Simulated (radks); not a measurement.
Problem. The mean radii <r> (bohr) of the occupied orbitals of an atom or ion are listed with their occupations. Method: non-relativistic Kohn-Sham, LDA (Slater exchange, Perdew-Wang correlation), spin-polarised, spherical densities, point nucleus; computed with a radial shooting solver on a logarithmic mesh with Libxc functionals.

| orbital | occ. | <r> |
|---|---|---|
| 1s up | 1 | 0.09154 |
| 1s down | 1 | 0.09140 |
| 2s up | 1 | 0.4219 |
| 2s down | 1 | 0.4248 |
| 2p up | 3 | 0.3741 |
| 2p down | 1 | 0.3778 |
| 4p up | 1 | 2.183 |

Name the element and its charge. Open shells, if any, are filled with parallel spins first.

Solution. Z = 17, chlorine, charge +8: Cl8+ in [He] 2s2 2p4 4p1. The 1s radius gives Z: for a bare nucleus <r> = 1.5/Z, 0.08824 bohr for Z = 17, and screening makes it slightly larger (0.09154 here). The occupations add up to 9, and the charge is Z minus that.
